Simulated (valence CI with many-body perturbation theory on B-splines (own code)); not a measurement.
Ir27+: magnetic and hyperfine properties of the levels

Level of theory: relativistic CI+MBPT: four valence electrons over a frozen Dirac-Fock core [Kr] 4d10, a basis of 7 s, 7 p, 7 d, 7 f, 4 g, 2 h functions for each j, with the one-electron correlation potential Σ1 (screened to all orders), the two-electron term Σ2, the three-electron term Σ3, Breit, model QED; selected single and double excitations, second order for the rest, scaled by the run's own slope (own B-spline code, finite nucleus).

No measured spectrum was set against this ion. As an estimate, large intervals hold to a few tenths of a per cent, small ones and those within an open d or f shell to about a per cent. Excitations out of the core, of the other parity, are not computed and may begin above about 176 eV (a cautious bound); beyond it only levels of the ground parity were kept, without lifetimes.

A/g_I is the dipole constant over the nuclear g factor μ/I (μ in nuclear magnetons, uniformly magnetised nucleus), B/Q the quadrupole constant per barn. Both hold the static response of the core; the bare values leave it out. Large factors of s and p1/2 electrons are usually good to 5 to 10 %; those of open d and f shells near neutrality can be off by tens of per cent, and small factors of p3/2, d and f electrons come from cancelling terms and can be off by a factor of two or in sign, in half-filled shells by more. B is blank for J = 1/2, where it vanishes, and for nearly pure S terms. Energies count from the lowest level. Levels with J = 0 are left out.

Levels are named by their leading jj configuration (3d3/2^4 stands for four electrons in 3d with j = 3/2), which in mixed levels can hold well under half, so a name can repeat and another be missing. Letters in brackets count levels of one name in rising energy.

```tsv
Level	E (cm⁻¹)	g	A/g_I (MHz)	A/g_I bare	B/Q (MHz/b)	B/Q bare
(4f5/2^4) J=4	0.0	0.655	5480	5020	-2680	-2390
(4f5/2^3 4f7/2) J=5 [a]	20258	0.912	3970	3920	-2230	-2000
(4f5/2^2 4f7/2^2) J=6 [a]	36019	1.045	3290	3470	-1660	-1520
(4f5/2^4) J=2	37416	0.926	4630	4700	3280	2950
(4f5/2^3 4f7/2) J=7 [a]	47299	1.105	3080	3380	-515	-522
(4f5/2^3 4f7/2) J=1 [a]	48679	0.135	9960	8830	803	714
(4f5/2^3 4f7/2) J=4 [a]	49630	1.014	3890	4070	-3910	-3500
(4f5/2^3 4f7/2) J=8 [a]	55931	1.131	3030	3380	1070	865
(4f5/2^3 4f7/2) J=3 [a]	56762	1.119	3040	3370	-770	-702
(4f5/2^3 4f7/2) J=2 [a]	59998	0.616	5980	5480	-2410	-2130
(4f5/2^3 4f7/2) J=2 [b]	62621	1.632	-140	999	-368	-374
(4f5/2^3 4f7/2) J=3 [b]	63222	0.948	3890	3920	1820	1650
(4f5/2^2 4f7/2^2) J=6 [b]	69023	0.897	3980	3900	356	340
(4f5/2^3 4f7/2) J=5 [b]	72355	1.191	2490	2920	-1340	-1270
(4f5/2^3 4f7/2) J=7 [b]	74111	0.987	3510	3580	2110	1860
(4f5/2^2 4f7/2^2) J=4 [a]	76822	1.228	2100	2570	3480	3090
(4f5/2^3 4f7/2) J=8 [b]	80059	1.041	3260	3430	4040	3560
(4f5/2^2 4f7/2^2) J=4 [b]	88546	1.035	3400	3570	-1390	-1230
(4f5/2^2 4f7/2^2) J=2 [a]	90679	1.150	2570	2910	2140	1920
(4f5/2^2 4f7/2^2) J=3 [a]	91685	0.888	4070	3970	-2730	-2440
(4f5/2^2 4f7/2^2) J=5 [a]	92973	1.264	1880	2400	3860	3420
(4f5/2^2 4f7/2^2) J=1 [a]	97489	1.032	3800	4020	-221	-207
(4f5/2^2 4f7/2^2) J=2 [b]	98496	1.073	2230	2340	-769	-722
(4f5/2^2 4f7/2^2) J=5 [b]	100990	0.952	3490	3480	917	788
(4f5/2^2 4f7/2^2) J=8 [a]	102880	1.004	3480	3590	4180	3750
(4f5/2^2 4f7/2^2) J=4 [c]	103330	1.197	2280	2690	-3220	-2920
(4f5/2^2 4f7/2^2) J=9	103770	1.046	3260	3440	7770	6900
(4f5/2^2 4f7/2^2) J=5 [c]	104300	1.126	2960	3300	-983	-880
(4f5/2^2 4f7/2^2) J=3 [b]	104630	1.255	1590	2050	1090	962
(4f5/2^2 4f7/2^2) J=6 [c]	104710	1.232	2190	2680	-482	-509
(4f5/2^3 4f7/2) J=1 [b]	106860	1.496	-723	19.6	1700	1510
(4f5/2 4f7/2^3) J=7 [a]	109430	0.984	3280	3320	1320	1200
(4f5/2^2 4f7/2^2) J=2 [c]	111330	0.720	6180	5950	867	812
(4f5/2^2 4f7/2^2) J=6 [d]	112480	1.089	3100	3360	697	603
(4f5/2^3 4f7/2) J=4 [b]	113860	1.090	2720	2940	2450	2150
(4f5/2 4f7/2^3) J=8 [a]	114300	1.047	2990	3140	3330	2960
(4f5/2^2 4f7/2^2) J=2 [d]	118760	1.449	235	988	994	874
(4f5/2^2 4f7/2^2) J=7 [a]	119420	1.085	3150	3410	1590	1400
```

Task: Take the isotope of mass number 193, with I = 3/2, μ = 0.163 μN and Q = 0.751 b. What is the hyperfine structure of (4f5/2^2 4f7/2^2) J=6 [a]?

Result: From the table A = 358 MHz, B = -1240 MHz. Shifts from the centre of gravity in MHz: F = 9/2: -4250, F = 11/2: -1510, F = 13/2: 1000, F = 15/2: 2910.
